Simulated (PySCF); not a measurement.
Si(CF3)(Cl)2(Me), SMILES FC([Si](Cl)(C)Cl)(F)F (C2H3Cl2F3Si), B3LYP/def2-SVP optimised geometry.

```
11

C     -1.37    -1.94    -1.43
Si    -0.68    -0.97     0.00
Cl    -1.38     0.97     0.00
Cl     1.38    -0.97     0.00
C     -1.25    -1.77     1.67
F     -2.59    -1.84     1.72
F     -0.78    -3.04     1.76
F     -0.83    -1.11     2.76
H     -2.47    -1.95    -1.39
H     -1.05    -1.50    -2.38
H     -1.01    -2.98    -1.38
```

Density from PySCF with B3LYP/def2-TZVP at that geometry.

Minimum of the electron density along straight lines between bonded atoms, close to the bond critical point (lines longer than 1.1 times the sum of covalent radii, or with two minima, are not listed):

```
bond     length / Å  ρ at the minimum / e bohr⁻³  ∇²ρ there / e bohr⁻⁵  position (fraction from the first atom)
-------  ----------  ---------------------------  --------------------  ---------------------------------------
C1–Si2        1.857                        0.131                  0.14                                     0.61
Si2–Cl3       2.065                        0.100                  0.19                                     0.36
Si2–Cl4       2.065                        0.100                  0.19                                     0.36
Si2–C5        1.936                        0.120                  0.12                                     0.38
C5–F6         1.352                        0.276                 -0.48                                     0.34
C5–F7         1.351                        0.276                 -0.48                                     0.34
C5–F8         1.341                        0.283                 -0.46                                     0.34
C1–H9         1.101                        0.268                 -0.89                                     0.64
C1–H10        1.101                        0.268                 -0.89                                     0.64
C1–H11        1.101                        0.268                 -0.89                                     0.64
```
